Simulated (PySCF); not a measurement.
H₂O₄P, SMILES [O]P(=O)(O)O, multiplicity 2. Coordinates come from a PBE0-D3(BJ)/def2-SVP optimisation. The isomer is the one that the SMILES or the coordinates give; other isomers of the formula were not compared. Other conformers were not sampled.

Calculation: PBE0-D3(BJ)/def2-SVP (PySCF).

Harmonic wavenumbers (cm⁻¹): 81, 268, 328, 337, 358, 415, 428, 857, 877, 932, 973, 1019, 1202, 3871, 3882. Rotational constants (GHz): 5.144, 4.509, 4.212; symmetry number 1.

Work out the zero-point energy and the ideal-gas rigid-rotor harmonic-oscillator thermochemistry at 298.15 K and 1 atm.

ZPE = ½ Σ hcν = ½ × 15826 cm⁻¹ = 94.66 kJ/mol. H − E(el) = 112.95 kJ/mol. Entropy in J/(mol K): translation 165.80, rotation 107.12, vibration 48.33, spin 5.76, total 327.00. G − E(el) = 15.45 kJ/mol. Cp = 91.18 J/(mol K). Modes under 150 cm⁻¹ make the vibrational entropy uncertain.
